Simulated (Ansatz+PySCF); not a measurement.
**quintet VH: levels of theory in one basis**

```xyz
2

V     0.0000    0.0000    0.0000
H    -1.2470   -0.5272   -1.0770
```

Basis set: cc-pVTZ (spherical functions). Left uncorrelated: 9 orbitals. Correlation on ROHF uses semicanonical orbitals with singles. Charge 0, multiplicity 5.

Computed with Ansatz (development build ahead of 0.2.0) and PySCF 2.14.0; each method stands on the lowest determinant of its kind that the runs found.

```tsv
method	E − E(ROHF) (eV)	<S²> of the determinant
ROHF	0.00	6.00
UHF	-0.15	6.01
ROHF-MP2	-1.94	–
```

Task: What does UHF-MP2 give on the same scale?

Result: -2.08 eV.
